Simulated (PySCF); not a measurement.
Stretching NiO⁺

Set-up: basis Ni def2-TZVPPD, O def2-TZVPPD; no relativity; PySCF 2.14. Energies in eV from Ni⁺ (3d9) + O in their ground configurations at the same level. State: ⁴Σ⁻ (quartet), unpaired electrons σ ↑, π ↑↑.

```
R (Å)  UHF-CCSD(T)
1.490       -1.686
1.556       -2.013
1.605       -2.112
1.655       -2.114
1.705       -2.044
1.771       -1.881
1.854       -1.638
1.953       -1.371
```

Put a parabola through the three lowest points of the UHF-CCSD(T) curve and estimate Re, k and ωe (reduced mass 12.53 u; 1 eV/Å² = 0.16022 mdyn/Å; ωe = 1302.8·√(k/μ) cm⁻¹).

Through R = 1.605, 1.655, 1.705 Å the second-order coefficient is 14.4 eV/Å², so Re ≈ 1.631 Å, k ≈ 4.61 mdyn/Å and ωe ≈ 791 cm⁻¹. A polynomial fit of higher order to the unrounded UHF-CCSD(T) energies gives Re = 1.630 Å, k = 5.50 mdyn/Å, ωe = 863 cm⁻¹; anharmonicity and rounding make the difference.

The higher-order fit for each curve: UHF-CCSD(T): Re = 1.630 Å, ωe = 863 cm⁻¹, De = 2.12 eV.

Correlated steps freeze 6 core orbitals. For an ion De counts to the pair picked by the measured ionisation energies or electron affinities, which need not be the lowest pair at this level. The CCSD T1 diagnostic is raised, a sign that a single reference may not be enough here. The state is the lowest single determinant that the PBE0 search found; with open d or f shells the true ground state can be another one.
